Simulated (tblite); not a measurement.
A tight-binding relaxation on `C[CH2][Ge@H]([NH]C)[O]C`.

Computed with GFN2-xTB geometry optimisation, gas phase (tblite 0.8.0). Start geometry: from a force field or distance geometry. The command runs a driver script over a list of jobs; the input below is this job's line of settings and its coordinates in Å.

Command:
```bash
OMP_NUM_THREADS=1 python probes_run.py task.json out
```

Input:
```
{"job": {"kind": "relax", "xc": "GFN2-xTB", "basis": "xTB"}, "charge": 0, "multiplicity": 1}
C      0.178500     1.983500     0.981300
C      0.521400     1.350000    -0.360400
Ge     0.085000    -0.557000    -0.334300
N     -1.754100    -0.760700    -0.011000
C     -2.511100    -0.278000    -1.141800
O      1.005500    -1.385900     0.955700
C      2.306400    -1.616400     0.467100
H      0.441300     3.068900     0.963600
H     -0.914900     1.887600     1.175300
H      0.728900     1.496100     1.809500
H     -0.035500     1.845100    -1.170000
H      1.610200     1.456200    -0.539100
H      0.410600    -1.166400    -1.710700
H     -1.921400    -1.797500     0.070700
H     -2.222000    -0.805600    -2.076300
H     -3.596200    -0.440500    -0.959800
H     -2.345700     0.817900    -1.274400
H      2.284900    -2.299800    -0.413500
H      2.893400    -2.122800     1.269100
H      2.829500    -0.664000     0.234800
```

Output:
```
step      E/eV     max force
  0    -655.52141    1.548
  1    -655.65042    0.544
  2    -655.69479    0.373
  3    -655.71476    0.312
  4    -655.73268    0.327
  5    -655.75247    0.319
  6    -655.77132    0.330
  7    -655.78707    0.266
  8    -655.80072    0.242
  9    -655.81161    0.249
... (96 lines left out)
106    -655.98609    0.021
107    -655.98618    0.017
108    -655.98627    0.020
109    -655.98636    0.018
110    -655.98642    0.015
111    -655.98649    0.016
112    -655.98655    0.014
113    -655.98658    0.025
114    -655.98662    0.012
115    -655.98665    0.008
```

«max force» is the largest atomic force in eV/Å.

**Question.** From which step on does the largest force stay under 0.1 eV/Å, and how much energy is left to gain from there?

**Answer.** From step 38 (0.080 eV/Å), 15.6 meV above the end.

In short: energy lowered by 10.7 kcal/mol over 115 steps; largest atomic force 0.008 eV/Å at the end.

**Question.** Estimate the wall time. Hardware: one thread of an Arm Neoverse N1, shared host.

**Answer.** About 1.4 s.
Labels such as C1 count atoms from 1, the log's own numbers from 0.
